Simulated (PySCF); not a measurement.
C₂H₇BrSi.
Bonds: C1–Si2, Si2–C3, C3–Br4. Hydrogens: H5, H6, H7 on C1; H8, H9 on Si2; H10, H11 on C3.

Computed by this run: PBE0-D3(BJ)/def2-SVP geometry optimisation, gas phase in PySCF 2.14.0; density fitting, grid level 1; the optimiser is geomeTRIC in internal coordinates, started from a GFN2-xTB structure with every atom displaced at random (about 0.01 Å).

Step 1: E = -80086.0042 eV
```
atom  x, y, z in Å  |  force x, y, z in eV/Å
C1     -1.6028    0.1807    0.5147   -0.044   0.118   0.168
Si2    -0.0949   -0.5629   -0.3113    0.017  -0.127  -0.149
C3      1.4996    0.4353   -0.0742   -0.156   0.183  -0.057
Br4     2.8657   -0.4751   -1.1088    0.211  -0.009  -0.034
H5     -1.7766    1.2074    0.1614    0.006   0.069  -0.021
H6     -1.5097    0.2112    1.6123    0.021  -0.013  -0.034
H7     -2.5050   -0.4023    0.2708    0.045  -0.055  -0.010
H8      0.1929   -1.9307    0.2143   -0.064  -0.022   0.004
H9     -0.3254   -0.6384   -1.7884   -0.004  -0.014   0.057
H10     1.8554    0.4817    0.9641   -0.031  -0.014   0.011
H11     1.4304    1.4624   -0.4698    0.000  -0.115   0.064
```

Step 2: E = -80086.0202 eV
```
atom  x, y, z in Å  |  force x, y, z in eV/Å
C1     -1.5881    0.1894    0.5185   -0.006   0.104   0.045
Si2    -0.1018   -0.5811   -0.3293    0.063  -0.035  -0.056
C3      1.4851    0.4308   -0.0829   -0.012  -0.055  -0.059
Br4     2.9188   -0.4398   -1.0810   -0.010   0.065   0.057
H5     -1.7546    1.2196    0.1651    0.004  -0.016   0.002
H6     -1.4748    0.2178    1.6133    0.021  -0.010  -0.008
H7     -2.4951   -0.3911    0.2878    0.008  -0.017   0.005
H8      0.1640   -1.9520    0.2015   -0.029  -0.003  -0.003
H9     -0.3431   -0.6609   -1.8016   -0.009  -0.012   0.009
H10     1.8146    0.4802    0.9639   -0.022  -0.012   0.019
H11     1.4046    1.4564   -0.4702   -0.007  -0.010  -0.010
```

Question: Estimate the geometry and energy of step 3. (The exact step hangs on the optimiser's Hessian estimate; all steps are aligned on step 2, rigid shifts and turns removed.)

Answer: E = -80086.0272 eV, largest force 0.108 eV/Å
```
atom  x, y, z in Å  |  force x, y, z in eV/Å
C1     -1.5641    0.2004    0.5204    0.001  -0.008  -0.044
Si2    -0.1073   -0.6035   -0.3537    0.010   0.037   0.028
C3      1.4634    0.4223   -0.0906    0.071  -0.081   0.003
Br4     2.9591   -0.3916   -1.0358   -0.007   0.004   0.003
H5     -1.7215    1.2318    0.1672   -0.003  -0.019   0.001
H6     -1.4199    0.2265    1.6111    0.014  -0.001   0.008
H7     -2.4815   -0.3724    0.3130   -0.020   0.019   0.022
H8      0.1363   -1.9760    0.1830    0.003   0.001  -0.006
H9     -0.3612   -0.6894   -1.8222   -0.006  -0.001  -0.014
H10     1.7581    0.4746    0.9670   -0.035   0.014   0.011
H11     1.3681    1.4465   -0.4744   -0.027   0.036  -0.013
```

The energy changes by -0.0070 eV. The first-order estimate −F·Δx gives -0.0133 eV and the mean of the old and new forces, exact on a quadratic surface, -0.0075 eV. The step makes an angle of 63° with the force vector and moves no atom by more than 0.077 Å.

The cost below is that of the whole optimisation. On Arm Neoverse V2, one thread, shared host, this took 29 s and 0.48 GiB of memory at its peak.
